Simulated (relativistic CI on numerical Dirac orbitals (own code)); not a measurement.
## Hf49+: q coefficients and field-shift factors

Method of calculation: Dirac-Coulomb-Breit CI, KLI orbitals optimised for each configuration, derivatives by finite differences, unscaled Slater integrals, QED left out (own radial code, finite nucleus).

Configuration list (outside the closed core [Ne]): 3s2 3p6 3d5, 3s2 3p5 3d6, 3s2 3p4 3d7, 3s 3p6 3d6, 3p6 3d7, 3s 3p5 3d7, 3s2 3p6 3d4 4s, 3s2 3p6 3d3 4s2. Levels of other configurations are missing.

With x = (α/α₀)² − 1 an excitation energy changes as ω = ω₀ + qx; K = 2q/ω₀ is the relative enhancement. Terms are leading LS components, so labels can repeat. The field-shift factor is F = δν/δ⟨r²⟩ for the transition from the lowest level.

Lowest level 3s2 3p6 3d5 4P_5/2.

```csv
Level,ω₀ (cm⁻¹),q (cm⁻¹),K,F (GHz/fm²)
3s2 3p6 3d5 6S_5/2,402644,501500,2.49,11.2
3s2 3p6 3d5 4G_7/2,497681,487900,1.96,11.2
3s2 3p6 3d5 4D_3/2,509940,498300,1.95,11
3s2 3p6 3d5 2H_11/2,510232,477500,1.87,11.7
3s2 3p6 3d5 2G_9/2,552695,492900,1.78,11.7
3s2 3p6 3d5 2D_5/2,579645,507000,1.75,11.7
3s2 3p6 3d5 4P_1/2,604159,535700,1.77,11.8
3s2 3p6 3d5 2F_7/2,617492,495700,1.61,11.3
3s2 3p6 3d5 2D_3/2,742917,550100,1.48,13.4
3s2 3p6 3d5 6S_5/2,890844,984400,2.21,21.8
3s2 3p6 3d5 4D_7/2,960374,994400,2.07,22.1
3s2 3p6 3d5 2I_11/2,966253,981900,2.03,22.8
3s2 3p6 3d5 4G_9/2,981361,984000,2.01,22.3
```

At this charge energies of transitions that change n are usually good to better than 1 %, and those within a shell (Δn = 0) to a few per cent.
